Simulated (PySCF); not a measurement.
CH5ClGe.

```xyz
8

Ge    -0.4426    -0.3734     0.0000
C      1.0667    -1.6135     0.0000
Cl     0.3711     1.6584     0.0000
H     -1.3076    -0.5049    -1.2685
H     -1.3076    -0.5049     1.2685
H      1.6845    -1.4504     0.8947
H      0.7000    -2.6518     0.0000
H      1.6845    -1.4504    -0.8947
```
Charge 0, spin multiplicity 1.

Geometry: B3LYP-D3(BJ)/def2-SVP.

Computed with PBE0/pcSseg-1 in PySCF. Non-relativistic, no solvent.

**Question.** Give the absolute GIAO shielding of each atom: isotropic value and principal components (ppm). (The exact figures need the calculation; the answer reports its results.)

**Answer.** 
| atom | σ(iso) | σ11 | σ22 | σ33 | span |
|---|---|---|---|---|---|
| Ge1 | 1332.9 | 1178.1 | 1335.6 | 1484.9 | 306.9 |
| C2 | 181.5 | 167.6 | 183.3 | 193.6 | 26.0 |
| Cl3 | 1006.6 | 963.9 | 1007.9 | 1048.0 | 84.1 |
| H4 | 25.9 | 19.2 | 21.6 | 37.0 | 17.8 |
| H5 | 25.9 | 19.2 | 21.6 | 37.0 | 17.8 |
| H6 | 30.4 | 25.6 | 28.0 | 37.4 | 11.8 |
| H7 | 30.9 | 25.9 | 27.1 | 39.5 | 13.6 |
| H8 | 30.4 | 25.6 | 28.0 | 37.4 | 11.8 |
